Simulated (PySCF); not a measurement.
Screening by computed properties: pick the candidate that meets the target.

Each SMILES stands for a single optimised conformer of the isolated species, non-relativistic unless stated; the electronic structure was computed with PySCF and density fitting.

The conformers computed, where there is a choice (atom-mapped SMILES and torsion angles):
- `[CH3:1][c:2]1[c:3]([SiH3:4])[cH:5][s:6][c:7]1[S:8](=[O:9])(=[O:10])[Cl:11]`: S6–C7–S8–O9 143°
- `[CH3:1][c:2]1[p:3][cH:4][c:5]([CH:6]([CH3:7])[CH3:8])[cH:9][p:10]1`: C4–C5–C6–C7 66°
- `[CH3:1][N:2]([CH3:3])[c:4]1[cH:5][o:6][c:7](=[O:8])[s:9]1`: C1–N2–C4–C5 -10°
- `[CH3:1][C:2](=[O:3])[c:4]1[cH:5][cH:6][n:7][cH:8][cH:9]1`: C1–C2–C4–C5 180°
- `[CH:1]#[C:2][C@H:3]([CH2:4][CH2:5][F:6])[C:7](=[O:8])[NH:9][CH3:10]`: C2–C3–C4–C5 167°, C3–C4–C5–F6 -64°, C2–C3–C7–O8 124°, C3–C7–N9–C10 177°
- `[CH3:1][c:2]1[cH:3][cH:4][c:5]([PH:6][CH2:7][PH2:8])[cH:9][cH:10]1`: C4–C5–P6–C7 -82°, C5–P6–C7–P8 -170°, H–P8–C7–P6 48°, H–P8–C7–P6 -44°

The conformers of `C#CP1CCP(C=C)CC1` aren't listed.

Problem. Wanted: dipole moment between 2 D and 4 D (PBE0/pcSseg-1) and smallest rotational constant below 0.7 GHz (GFN2-xTB), at GFN2-xTB geometries. Which candidate meets both?
A. `CN(C)c1coc(=O)s1`
B. `Cc1pcc(C(C)C)cp1`
C. `ClS(c1c(C)c([SiH3])cs1)(=O)=O`
D. `CC(=O)C1=CC=NC=C1`
E. `C#C[C@H](CCF)C(=O)NC`

Solution. E. Computed values:
```
                      species  dipole moment  smallest rotational constant
             Cc1pcc(C(C)C)cp1         1.51 D                     0.518 GHz
            CC(=O)C1=CC=NC=C1         2.45 D                     0.937 GHz
         C#C[C@H](CCF)C(=O)NC         2.85 D                     0.683 GHz
ClS(c1c(C)c([SiH3])cs1)(=O)=O         5.12 D                     0.371 GHz
             CN(C)c1coc(=O)s1         6.17 D                     0.763 GHz
```

Problem. Wanted: HOMO energy below -7.6 eV (PBE0/pcSseg-1) and HOMO–LUMO gap below 6 eV (PBE0/pcSseg-1), at GFN2-xTB geometries. Which candidate meets both?
A. `c1(C)pcc(C(C)C)cp1`
B. `Cc1c([SiH3])csc1S(=O)(=O)Cl`
C. `Cc1ccc(PCP)cc1`
D. `C(P1CCP(C#C)CC1)=C`
E. `CN(C)c1coc(=O)s1`
F. `C#C[C@H](CCF)C(=O)NC`

Solution. B. Computed values:
| species | HOMO energy | HOMO–LUMO gap |
| --- | --- | --- |
| Cc1c([SiH3])csc1S(=O)(=O)Cl | -7.85 eV | 5.72 eV |
| C#C[C@H](CCF)C(=O)NC | -7.43 eV | 7.82 eV |
| c1(C)pcc(C(C)C)cp1 | -7.15 eV | 5.24 eV |
| Cc1ccc(PCP)cc1 | -6.61 eV | 6.03 eV |
| CN(C)c1coc(=O)s1 | -5.99 eV | 5.91 eV |
| C(P1CCP(C#C)CC1)=C | -5.89 eV | 5.41 eV |
